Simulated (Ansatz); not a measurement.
Frontier orbitals of BH8NSSi2.

Cartesian coordinates in Å:
```
B 1.3057 0.2348 -0.7010
Si 0.4809 0.2095 1.0566
N 1.0984 -0.6466 2.3798
S -0.2527 -1.1131 -0.7054
Si -1.7090 0.2131 -1.5455
H 1.0807 1.1329 -1.4611
H 2.3205 -0.3930 -0.8126
H -0.7380 0.9166 1.5128
H 1.9834 -1.1230 2.3295
H 0.5355 -0.9502 3.1564
H -1.4040 0.3866 -2.9854
H -1.6469 1.5233 -0.8517
H -3.0543 -0.3908 -1.3723
```

Charge 0, multiplicity 1. The bonds changed during the relaxation, so this is another structure than the one it started from. The structure was optimised at the PBE0-D4/def2-TZVP level. It is one conformer, not always the lowest. Basis def2-TZVPP, Ansatz.

```json
{"functional": "LDA (SPW92)", "HOMO (eV)": "-5.97", "LUMO (eV)": "-1.28", "gap (eV)": "4.69"}
{"functional": "PBE", "HOMO (eV)": "-5.85", "LUMO (eV)": "-1.06", "gap (eV)": "4.79"}
{"functional": "PBE0", "HOMO (eV)": "-6.92", "LUMO (eV)": "-0.23", "gap (eV)": "6.69"}
{"functional": "r2SCANh", "HOMO (eV)": "-6.46", "LUMO (eV)": "-0.50", "gap (eV)": "5.96"}
{"functional": "r2SCAN0", "HOMO (eV)": "-7.06", "LUMO (eV)": "-0.07", "gap (eV)": "6.99"}
{"functional": "CAM-B3LYP", "HOMO (eV)": "-8.16", "LUMO (eV)": "0.78", "gap (eV)": "8.94"}
{"functional": "ωB97M-V", "HOMO (eV)": "-8.98", "LUMO (eV)": "1.49", "gap (eV)": "10.47"}
```

A quarter of exact exchange (PBE0) shifts PBE's HOMO by −1.08 eV and its LUMO by +0.83 eV; full exchange at long range (ωB97M-V) shifts them by −3.13 and +2.55 eV. The gap opens from 4.79 to 10.47 eV, since occupied levels lose self-interaction and empty ones feel all the electrons. A positive LUMO is unbound and depends on the basis.
